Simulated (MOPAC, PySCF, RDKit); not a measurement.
Noncovalent pair: NH3 (SMILES N) (first 4 atoms) with HBr (SMILES Br); geometry from B3LYP-D3(BJ)/def2-TZVP, rigid monomers moved along the line of their centres of mass till N1···H6 is 2.31 Å.
(charge 0, multiplicity 1):
```xyz
6

N      0.263    -0.023     0.446
H      1.196     0.031     0.052
H     -0.176    -0.877     0.123
H     -0.277     0.767     0.110
Br     0.436     0.019     4.266
H      0.367     0.002     2.754
```

Monomers are frozen at their geometry in the pair; levels with a basis set take the counterpoise correction. Rows marked so take none. RDKit's UFF carries no charges.

Rows in 6-31G* carry no dispersion term and start afresh at each structure (6-31G* with six Cartesian d functions); the Pople sets are all-electron and without relativity. The state that PM6 reach isn't checked.

Codes used: MOPAC for PM6 (differences of heats of formation); PySCF for 6-31G* rows; RDKit for the force fields. 

Problem. One of these levels gives -9.64 kcal/mol for the interaction energy. Which one is it?
A) UFF
B) HF/6-31G* (no counterpoise)
C) BP86/6-31G* (no counterpoise)
D) PM6

Solution. C, BP86/6-31G* (no counterpoise). The others give 2.04 (UFF), -5.33 (PM6), -7.02 (HF/6-31G* (no counterpoise))
